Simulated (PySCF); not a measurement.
# SiI⁺ at PBE

Computed with PBE; PySCF, scalar-relativistic core potentials, basis sets Si def2-SVPD, I def2-SVPD with ECP28.

```
state                                                                                                             : ¹Σ⁺ (singlet), closed shell
bond length                                                                                                       : 2.354 Å
harmonic wavenumber                                                                                               : 430 cm⁻¹
force constant                                                                                                    : 2.50 mdyn/Å
rotational constant Be                                                                                            : 0.1327 cm⁻¹
anharmonicity ωexe                                                                                                : 1.21 cm⁻¹
vibration–rotation constant αe                                                                                    : 0.000525 cm⁻¹
well depth De to Si⁺ + I                                                                                          : 4.46 eV
dissociation energy D0                                                                                            : 4.43 eV
HOMO–LUMO gap                                                                                                     : 3.48 eV
bond order (Mayer)                                                                                                : 2.01
dipole moment (positive dipole points towards I; it is taken about the centre of mass and depends on that origin) : -4.61 D
```

Spin–orbit coupling is left out, which matters for elements this heavy, above all for dissociation energies. For an ion De counts to the pair picked by the measured ionisation energies or electron affinities, which need not be the lowest pair at this level.
